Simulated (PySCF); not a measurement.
Task: Give a PBE0-D3(BJ)/def2-SVP geometry of `C#Cc1ccc(B(F)F)n1C`.

Result: 
```
atom  x, y, z in Å
C1    -3.642    0.323   -0.097
C2    -2.441    0.501   -0.063
C3    -1.043    0.720   -0.017
C4    -0.349    1.904    0.253
C5     1.014    1.599    0.180
C6     1.143    0.241   -0.131
B7     2.443   -0.544   -0.299
F8     3.613    0.055   -0.147
F9     2.470   -1.838   -0.594
N10   -0.130   -0.273   -0.247
C11   -0.462   -1.642   -0.565
H12   -4.705    0.172   -0.127
H13   -0.814    2.862    0.473
H14    1.848    2.281    0.334
H15   -1.554   -1.746   -0.569
H16   -0.071   -1.918   -1.554
H17   -0.038   -2.328    0.181
```

Any rigid rotation of these coordinates is as good. Atoms count from 1 in this order. B7 (three-coordinate boron) is planar (angles 122.9°, 120.5° and 116.6°, sum 360.0°, 0.00 Å off the plane of its three neighbours). Of the pairs four or more bonds apart, C2···H15 is among the closest relative to their van der Waals radii: 2.47 Å, 85 % of the sum of Bondi's values. The 5-membered ring C3–C4–C5–C6–N10 has internal angles of 106.8° to 109.3° (sum 540°, against 540° for a flat polygon); it is planar, 0.00 Å rms from its mean plane, widest ring torsion 0°. The 11 heavy atoms lie in one plane (0.008 Å rms).

Bonds between heavy atoms (Å): C1≡C2 1.214, C2–C3 1.416, C3–C4 1.399, C4–C5 1.399, C5–C6 1.399, C6–B7 1.528, B7–F8 1.324, B7–F9 1.328, C6–N10 1.378, N10–C11 1.445, C3–N10 1.368.

Method: PBE0-D3(BJ)/def2-SVP geometry optimisation, gas phase in PySCF.

PBE0-D3(BJ)/def2-SVP frequencies: not computed here.

Time: 76 s of wall time; peak memory 0.85 GiB. Hardware: Intel Xeon 6975P-C, one thread, shared host with 128 logical CPUs at a one-minute load of 28. This is the geometry optimisation.
